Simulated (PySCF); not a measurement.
A PySCF script (with the pyscf-properties extension) for the NMR shieldings of SMILES [C@@H]1(C)[C@](C=C)(F)CS[SiH2]1, C6H11FSSi, on a GFN2-xTB geometry:

```python
import basis_set_exchange as bse
import numpy as np
from pyscf import gto, dft
from pyscf.prop import nmr

atoms = """
C     2.506124   -0.967279    0.524681
C     1.604561   -0.564208   -0.350003
C     0.465063    0.361767   -0.033097
F     0.519031    0.719835    1.312961
C     0.599837    1.645603   -0.849392
S    -0.911295    2.682403   -0.776947
Si   -2.153641    1.129009    0.012806
C    -0.904110   -0.282662   -0.276083
C    -1.118383   -1.505803    0.605022
H     2.482493   -0.636794    1.549082
H     3.298386   -1.641672    0.249669
H     1.624120   -0.896016   -1.379009
H     0.788704    1.414115   -1.896566
H     1.419345    2.248162   -0.460714
H    -2.430557    1.342805    1.426014
H    -3.341302    0.983608   -0.816469
H    -0.934756   -0.591732   -1.326117
H    -2.113341   -1.913911    0.444967
H    -0.384355   -2.279349    0.382266
H    -1.021070   -1.237204    1.653891
"""
names = dict.fromkeys(["C", "F", "S", "Si", "H"], "pcSseg-1")
basis = {el: gto.basis.parse(bse.get_basis(n, elements=[el], fmt="nwchem")) for el, n in names.items()}
mol = gto.M(atom=atoms, basis=basis, charge=0, verbose=0)
mf = dft.RKS(mol, xc="PBE0")
mf.grids.level = 2
mf.grids.alignment = dft.numint.BLKSIZE   # the property module wants whole blocks of grid points
mf.conv_tol = 1e-9
mf.kernel()

calc = nmr.RKS(mf)   # GIAO
C = mf.mo_coeff
Co = C[:, mf.mo_occ > 0]
resp = mf.gen_response(singlet=True, hermi=2)
def vind(x):   # induced exchange potential for any number of trial vectors
    d = np.einsum("pi,xij,qj->xpq", C, 2 * x.reshape(-1, C.shape[1], Co.shape[1]), Co, optimize=True)
    return np.einsum("xpq,pi,qj->xij", resp(d - d.transpose(0, 2, 1)), C, Co, optimize=True).ravel()
mo1, _ = nmr.rhf.solve_mo1(calc, with_cphf=vind)
sigma = calc.kernel(mo1)
for i, s in enumerate(sigma):   # ppm
    w = np.linalg.eigvalsh((s + s.T) / 2)
    print("%2d %-2s iso %8.1f  s11 %8.1f  s22 %8.1f  s33 %8.1f" % (i, mol.atom_pure_symbol(i), w.mean(), *w))
```

Q: Give the expected output.

A: 
```
 0 C  iso     62.5  s11    -56.1  s22     67.1  s33    176.7
 1 C  iso     40.8  s11    -73.3  s22     58.7  s33    137.0
 2 C  iso     81.4  s11     66.3  s22     73.8  s33    103.9
 3 F  iso    373.2  s11    350.9  s22    367.4  s33    401.3
 4 C  iso    138.5  s11    101.1  s22    145.3  s33    169.1
 5 S  iso    712.4  s11    533.8  s22    657.9  s33    945.5
 6 Si iso    357.9  s11    314.4  s22    348.3  s33    411.0
 7 C  iso    150.1  s11    132.1  s22    147.7  s33    170.4
 8 C  iso    176.7  s11    171.0  s22    171.6  s33    187.5
 9 H  iso     25.7  s11     21.5  s22     24.2  s33     31.5
10 H  iso     26.0  s11     22.6  s22     25.2  s33     30.1
11 H  iso     26.0  s11     23.5  s22     25.0  s33     29.3
12 H  iso     28.6  s11     22.1  s22     28.4  s33     35.4
13 H  iso     28.4  s11     22.3  s22     28.0  s33     34.9
14 H  iso     26.8  s11     23.5  s22     24.0  s33     32.9
15 H  iso     26.8  s11     23.0  s22     24.3  s33     33.1
16 H  iso     30.4  s11     26.7  s22     28.8  s33     35.8
17 H  iso     30.7  s11     25.1  s22     28.5  s33     38.5
18 H  iso     30.4  s11     24.9  s22     29.4  s33     36.9
19 H  iso     30.5  s11     25.9  s22     29.3  s33     36.3
```

These numbers come from an equivalent density-fitted implementation of the same equations, which agrees with the script to about 0.01 ppm for H and up to a few tenths of a ppm for heavy atoms, so last digits may differ.

Q: Turn these shieldings into chemical shifts. References, each an isolated molecule treated in the same way: $^{13}$C (186.93 ppm) and $^{29}$Si (349.16 ppm) and $^{1}$H (31.72 ppm) vs TMS; $^{19}$F (170.95 ppm) vs CFCl3; $^{33}$S (503.73 ppm) vs CS2.

A: Averaging equivalent atoms: C 1: 146.1; C 0: 124.4; C 2: 105.6; C 4: 48.4; C 7: 36.9; C 8: 10.2; F 3: -202.3; S 5: -209; Si 6: -8.8; H 9: 5.97; H 10: 5.75; H 11: 5.75; H 15: 4.94; H 14: 4.89; H 13: 3.32; H 12: 3.07; H 16: 1.30; H 17/18/19: 1.19 ppm. Unscaled 19F shifts against computed CFCl3 carry errors that often reach 10 to 50 ppm.

Size and cost of the density-fitted run: 222 basis functions, 86 s wall time on 1 thread of an Arm Neoverse N1, shared host; peak memory 1 GiB.
